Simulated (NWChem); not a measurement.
System: SrHOCl; SMILES [OH][Sr][Cl]

```xyz
4

Sr    -0.2416     0.4000     0.0000
Cl     0.2127    -2.2025     0.0003
O      0.5667     2.3782     0.0031
H      1.0293     3.2165    -0.0300
```
Atoms are numbered in this order, from 1.

The geometry was optimised at PBE0/def2-SVP. def2 effective core potentials on Sr; no spin-orbit coupling.

Task: List the 6 lowest vertical singlet excitations and the 6 lowest triplet ones from Hartree-Fock/def2-SVP with def2 effective core potentials on Sr, TDHF (NWChem).

Result: 
| state | energy (eV) | oscillator strength | leading excitation (squared amplitude) |
|---|---|---|---|
| S1 | 6.24 | 0.071 | HOMO → LUMO (0.68) |
| S2 | 6.24 | 0.075 | HOMO−1 → LUMO (0.68) |
| S3 | 6.50 | 0.008 | HOMO−2 → LUMO (0.76) |
| S4 | 6.66 | 0.035 | HOMO−3 → LUMO (0.78) |
| S5 | 6.71 | 0.064 | HOMO−4 → LUMO (0.69) |
| S6 | 7.65 | 0.001 | HOMO → LUMO+1 (0.72) |
| T1 | 6.03 | spin-forbidden | HOMO → LUMO (0.78) |
| T2 | 6.03 | spin-forbidden | HOMO−1 → LUMO (0.78) |
| T3 | 6.26 | spin-forbidden | HOMO−2 → LUMO (0.62) |
| T4 | 6.39 | spin-forbidden | HOMO−3 → LUMO (0.66) |
| T5 | 6.44 | spin-forbidden | HOMO−4 → LUMO (0.53) |
| T6 | 7.11 | spin-forbidden | HOMO−3 → LUMO+1 (0.13) |
